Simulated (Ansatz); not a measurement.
Relaxation of K₂H₂ with RKS r2SCAN-D4/def2-TZVP.

```sh
$ ansatz run in.yaml --threads 4 --pin off --events-out ev --progress --plain --max-ram 3916MiB
```

```yaml
crystal:
  periodic: [false, false, false]
  atoms:
    - {symbol: K, position_ang: [-1.691300, 0.808510, 0.120210]}
    - {symbol: K, position_ang: [1.690760, -0.808490, -0.128570]}
    - {symbol: H, position_ang: [0.342330, -2.053700, 0.013510]}
    - {symbol: H, position_ang: [-0.341790, 2.053680, -0.005150]}
basis:
  gaussian: {orbitals: def2-TZVP}
hamiltonian: {xc: r2scan, dispersion: d4}
scf: {omitted_lower_state_checks: [starts]}
output: {orbitals: {seedname: orbitals}}
relax: {f_tol: 0.02, max_steps: 100}
```

It took 15 s on 4 threads of Arm Neoverse N1 on a shared host.

Positions (Å) and forces (eV/Å) at steps 1, 2, 3, 4, 5, 6 of 6:

```xyz
4
step=1 energy=-32677.0426 eV
K    -1.691    0.809    0.120   -2.392   -2.224    0.226
K     1.691   -0.808   -0.129    2.386    2.220   -0.248
H     0.342   -2.054    0.014   -2.472   -1.773    0.247
H    -0.342    2.054   -0.005    2.478    1.777   -0.225
4
step=2 energy=-32678.3076 eV
K    -1.832    0.674    0.134   -0.382   -0.628    0.044
K     1.831   -0.674   -0.143    0.381    0.627   -0.042
H     0.190   -2.134    0.028   -0.651   -0.087    0.054
H    -0.189    2.134   -0.019    0.652    0.088   -0.056
4
step=3 energy=-32678.6431 eV
K    -1.804    0.504    0.136   -0.080   -0.429    0.017
K     1.803   -0.504   -0.143    0.080    0.428   -0.012
H     0.042   -2.008    0.037   -0.408    0.168    0.028
H    -0.041    2.008   -0.030    0.408   -0.168   -0.033
4
step=4 energy=-32678.8997 eV
K    -1.763    0.346    0.136   -0.011   -0.276    0.008
K     1.762   -0.346   -0.141    0.012    0.276   -0.004
H    -0.093   -1.867    0.044   -0.253    0.192    0.015
H     0.093    1.867   -0.039    0.253   -0.192   -0.019
4
step=5 energy=-32679.0032 eV
K    -1.796    0.236    0.143    0.056   -0.042   -0.004
K     1.796   -0.236   -0.144   -0.056    0.042    0.004
H    -0.194   -1.702    0.047   -0.037   -0.006    0.003
H     0.194    1.702   -0.047    0.037    0.006   -0.004
4
step=6 energy=-32679.0057 eV
K    -1.776    0.220    0.143    0.004    0.002   -0.001
K     1.776   -0.220   -0.141   -0.004   -0.002    0.000
H    -0.210   -1.716    0.048    0.002    0.000    0.000
H     0.210    1.716   -0.049   -0.002    0.000    0.001
```

The structure comes from a short search, and lower isomers may exist.
